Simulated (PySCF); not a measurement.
Species: C5H12Al (charge -1).
SMILES with atom numbers: `[AlH3-:1][CH:2]1[CH2:3][CH2:4][CH2:5][CH2:6]1` (hydrogens: H7, H8, H9 on Al1; H10 on C2; H11, H12 on C3; H13, H14 on C4; H15, H16 on C5; H17, H18 on C6)

Geometry (PBE0-D3(BJ)/def2-SVP, Å), atoms numbered from 1 in this order:
```
atom  x, y, z in Å
Al1    2.470    0.472   -0.492
C2     0.449    0.201   -0.508
C3    -0.041   -1.199   -0.131
C4    -1.554   -1.056    0.142
C5    -1.755    0.426    0.542
C6    -0.348    1.057    0.479
H7     2.821    2.037   -0.884
H8     3.002    0.136    1.036
H9     3.173   -0.553   -1.578
H10    0.075    0.427   -1.530
H11    0.182   -1.960   -0.897
H12    0.469   -1.528    0.794
H13   -1.915   -1.753    0.919
H14   -2.128   -1.286   -0.772
H15   -2.428    0.926   -0.176
H16   -2.227    0.532    1.535
H17   -0.374    2.126    0.209
H18    0.125    0.999    1.478
```

All values: PBE0/pcSseg-1 (PySCF, non-relativistic), on one gas-phase PBE0-D3(BJ)/def2-SVP geometry that isn't relaxed in the solvent. The solvent is an IEF-PCM continuum (cavity from Bondi-type radii × 1.2). The model holds no explicit solvent molecules, cavitation or dispersion.

```tsv
run	E − E(gas) (kJ/mol)	HOMO (eV)	HOMO–LUMO gap (eV)
gas	0.00	-2.17	6.84
P	-191.56	-5.70	7.45
Q	-173.17	-5.38	7.43
```

Question: The runs were made in chloroform and tetrahydrofuran. Which run belongs to which solvent?

Answer: P = tetrahydrofuran, Q = chloroform. The dielectric constants are 4.711 (chloroform), 7.426 (tetrahydrofuran), and the energy falls further as ε rises. In this model the ground state sees the solvent through ε alone.

Question: How constant is the ratio of the lowering to 1 − 1/ε?

Answer: 
```
        solvent  1 − 1/ε  E − E(gas) (kJ/mol)  ratio (kJ/mol)  polarisation term (kJ/mol)
     chloroform    0.788              -173.17          -219.8                     -178.77
tetrahydrofuran    0.865              -191.56          -221.4                     -198.77
```

The ratio changes by +0.7 % in size from chloroform to tetrahydrofuran. The polarisation term is half the interaction of the solute with the induced surface charges.

Rough CPU time on one thread of a shared machine: about 50 s. This is the whole shielding run at PBE0/pcSseg-1 in tetrahydrofuran, SCF included.
